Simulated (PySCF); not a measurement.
Molecule: Al(H)(Me)(OtBu), C5H13AlO, SMILES CC(C)(C)[O][AlH][CH3], singlet. Atoms near the plane z = 1.2 Å, at the GFN2-xTB optimised geometry (x, y, z in Å): Al1 (-1.2, -0.1, 0.0), H2 (-1.8, -1.5, 0.0), C3 (-2.3, 1.6, 0.0), H4 (-2.1, 2.2, 0.9), H5 (-3.4, 1.4, 0.0), O7 (0.4, -0.1, 0.0), C8 (1.8, -0.1, 0.0), C10 (2.3, 0.3, 1.4), H15 (2.0, 1.3, 1.6), H16 (3.4, 0.3, 1.4), H17 (1.9, -0.4, 2.1), H19 (1.9, -2.2, 0.4).

Calculation: PBE0/def2-SVP (PySCF). Cells within 0.4 Å of a nucleus heavier than hydrogen are left out (blank, or x). The values are rescaled to run from 0 to 1.

```
|1111111111111111111111111111111|
|1111111111111111111111111111111|
|1111111111111111111111111111111|
|1111111111111111111111111111111|
|1111111111111111111111111111111|
|1111111111111111111111111111111|
|1111111111111111111111111111111|
|1111111111111111111111111111111|
|1111111110011111111111111111111|
|1111111111111111111111111111111|
|1111111112111111111111111111111|
|1111111111111111111122111111111|
|1111111111111111111156211111111|
|1111111111111111110147233111111|
|111111111110001111002xx99101111|
|111111111100001111003x466111111|
|1111111111000011110011011111111|
|1111111111111111110000001111111|
|1111111111111111111000001111111|
|1111111111111111111100111111111|
|1111111111111111111111111111111|
|1111111111111111111111111111111|
|1111111111111111111111111111111|
|1111111111111111111111111111111|
|1111111111111111111111111111111|
|1111111111111111111111111111111|
|1111111111111111111111111111111|
|1111111111111111111111111111111|
|1111111111111111111111111111111|
|1111111111111111111111111111111|
|1111111111111111111111111111111|
```
Scale: ten equal steps from 0.000 (start of '0') to 1.00 (end of '9'), in the order '0123456789'; x runs from -5.50 to 5.50, y from -5.50 (bottom) to 5.50 (top).

Problem. Which quantity is mapped?
(A) deformation density (molecule minus spherical neutral atoms)
(B) Laplacian of the electron density
(C) electrostatic potential
(D) an orbital amplitude

Solution. A, deformation density (molecule minus spherical neutral atoms). In full: deformation density (molecule minus spherical neutral atoms) (e/bohr³).
